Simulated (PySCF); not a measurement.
Job for PySCF: R-MP2/6-31G* on H4OSeSi (SMILES [SiH3]O[SeH]), a point of a torsion scan.

```python
from pyscf import gto, scf, dft, mp
from pyscf.data.elements import chemcore

mol = gto.M(
    atom='''
    Si    0.79127292   -0.20397164    0.06716759
    O    -0.34124890    0.94626363   -0.18425400
    Se   -2.15724653    0.92892715    0.02483031
    H     0.54689712   -1.36789408   -0.78721439
    H     1.94073459    0.59941074   -0.32629702
    H     0.80030310   -0.62523723    1.46962933
    H    -2.24752470    2.31241558   -0.42006430
    ''',
    basis='6-31g*',
    cart=True,
    charge=0, spin=0, verbose=3, max_memory=1800)
mf = scf.RHF(mol)
mf.conv_tol = 1e-8
mf.max_cycle = 100
mf.kernel()
if not mf.converged:
    mf = mf.newton().run(mf.mo_coeff, mf.mo_occ)
pt = mp.MP2(mf, frozen=chemcore(mol)).run()
```

The log:

```
converged SCF energy = -2765.63074798909
E(RMP2) = -2766.1529423606  E_corr = -0.522194371510612
E(SCS-RMP2) = -2766.13146906109  E_corr = -0.500721071999635
```

The calculation finished and met its thresholds.

Cost: about 2.1 core-seconds (a rough figure).
